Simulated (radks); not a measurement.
Coulomb parameter of the 5d shell of neutral platinum in the model configuration [Xe] 4f14 5d7.5 6s1 6p1.5, as a second difference U = [E(n + 0.25) + E(n - 0.25) - 2 E(n)] / (0.25)^2 with all orbitals relaxed. "Bare": the charge of the atom changes with n. "Screened": the 6p shell takes up the change at fixed total charge, which measures U(5d,5d) + U(6p,6p) - 2 U(5d,6p). Calculated with a radial shooting solver on a logarithmic mesh with Libxc functionals: scalar-relativistic Kohn-Sham, BLYP, spin-unpolarised, spherical densities, point nucleus.

| case | configuration | E - E(n) (eV) |
|---|---|---|
| start | [Xe] 4f14 5d7.5 6s1 6p1.5 | 0.000 |
| bare +0.25 | [Xe] 4f14 5d7.75 6s1 6p1.5 | -2.611 |
| bare -0.25 | [Xe] 4f14 5d7.25 6s1 6p1.5 | 3.197 |
| screened +0.25 | [Xe] 4f14 5d7.75 6s1 6p1.25 | -2.175 |
| screened -0.25 | [Xe] 4f14 5d7.25 6s1 6p1.75 | 2.339 |

U(bare) = 9.385 eV, U(screened by 6p) = 2.619 eV, against the Slater integral F0(5d,5d) = 15.621 eV with frozen orbitals. The step up makes a negative ion, whose loosely bound charge lowers the bare value.
